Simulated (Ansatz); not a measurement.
A nudged elastic band was laid between two geometries of AlBrH4 (6 atoms, charge 0, multiplicity 1).

All numbers below come from RKS B3LYP-D4/def2-SVP (Ansatz).

* movable images: 1
* climbing image: yes
* spring: 5.0 eV/Å²
* optimiser: quadratic models (default)
* start path: through a guess of the saddle point
* force threshold: 0.03 eV/Å
* iteration limit: 60
* end points: relaxed

Initial state:

```xyz
6
Properties=species:S:1:pos:R:3
Al 0.001 0.188 -0.004
H -0.005 0.738 1.489
H 1.371 0.120 -0.803
H -1.374 0.042 -0.785
Br 0.084 -2.523 0.970
H 0.079 -2.098 2.337
```

Final state:

```xyz
6
Properties=species:S:1:pos:R:3
Al 0.022 -0.626 -0.211
H 0.010 0.278 1.972
H 1.391 0.118 -0.445
H -1.389 0.039 -0.427
Br 0.089 -2.870 0.198
H 0.033 -0.472 2.117
```

(1) What changes between the two ends?

(2) What energy profile does the band end with?

(3) What is the geometry of the highest image?

The band took 9 iterations and of the order of 21 core-seconds.

Results:

(1) Bonds broken: Al1–H2, Br5–H6. Bonds formed: Al1–Br5, H2–H6. AlBrH4 becomes AlBrH2 + H2.

(2) It converged. The highest image is number 1 of 0 to 2, 2.4 kcal/mol above the first end and 31.3 kcal/mol above the last; the last end lies 28.9 kcal/mol below the first. Neighbouring images differ by up to 1.4 eV, so the band resolves the path poorly. Another band between the same ends (5 images) ends at a top of the same energy, where a vibrational analysis finds 1 clearly imaginary mode. So few images can step over the top or miss a turn of the path. The orbitals stay closed-shell, which can raise the energy where a bond breaks towards radicals; this wasn't checked here.

```csv
image,path coordinate (Å),energy (kcal/mol),Al1–H2 (Å),Br5–H6 (Å),Al1–Br5 (Å)
0,0.00,0.0,1.59,1.43,2.88
1,1.20,2.4,1.64,1.52,2.77
2,2.67,-28.9,2.36,3.07,2.28
```

(3) 
```xyz
6
Properties=species:S:1:pos:R:3:forces:R:3
Al 0.008 -0.028 0.048 0.00 0.01 0.00
H 0.012 0.181 1.672 0.00 -0.01 -0.01
H 1.404 0.141 -0.668 0.00 0.00 0.01
H -1.405 0.067 -0.650 0.00 0.00 0.01
Br 0.084 -2.615 1.043 0.00 -0.01 0.01
H 0.052 -1.278 1.760 0.00 0.01 -0.01
```

Run time: 21 s on 1 thread of Arm Neoverse V2, on a shared host, peak memory 0.14 GiB.
